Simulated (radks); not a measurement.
The numbers below are computed, except where a source is named.
The tin ion Sn2+, configuration [Kr] 4d10 5s1.75 5p0.25 (fractional occupations, a model configuration).

Level of theory: Dirac Kohn-Sham, BLYP, spin-unpolarised, spherical densities, point nucleus; open shells fill j = l - 1/2 first (a radial shooting solver on a logarithmic mesh with Libxc functionals).

Energy parts (eV):
| part | energy |
|---|---|
| total | -168133.583 |
| kinetic | 177055.228 |
| electron-nucleus | -407276.296 |
| Hartree | 66588.191 |
| exchange-correlation | -4500.706 |

Orbitals (lengths in bohr, moments of r in powers of bohr; r(max) is where P^2 peaks):
| orbital | occ. | eigenvalue (eV) | r(max) |
|---|---|---|---|
| 1s1/2 | 2 | -29017.61 | 0.01877 |
| 2s1/2 | 2 | -4394.391 | 0.1062 |
| 2p1/2 | 2 | -4106.225 | 0.08178 |
| 2p3/2 | 4 | -3875.466 | 0.08630 |
| 3s1/2 | 2 | -862.0694 | 0.3077 |
| 3p1/2 | 2 | -745.0153 | 0.2941 |
| 3p3/2 | 4 | -702.8885 | 0.3044 |
| 3d3/2 | 4 | -495.9090 | 0.2492 |
| 3d5/2 | 6 | -487.2118 | 0.2522 |
| 4s1/2 | 2 | -151.3843 | 0.7455 |
| 4p1/2 | 2 | -112.4523 | 0.7714 |
| 4p3/2 | 4 | -104.8468 | 0.7961 |
| 4d3/2 | 4 | -43.9388 | 0.8804 |
| 4d5/2 | 6 | -42.8862 | 0.8900 |
| 5s1/2 | 1.75 | -26.3400 | 1.942 |
| 5p1/2 | 0.25 | -18.5313 | 2.256 |
| 5p3/2 | 0 | -17.8230 | 2.335 |

The highest occupied level is 5p1/2 at -18.531 eV. Summed over all electrons, <r^2> = 35.01 bohr^2, which gives a Langevin (diamagnetic) susceptibility term of -27.7 x 10^-6 cm^3/mol.
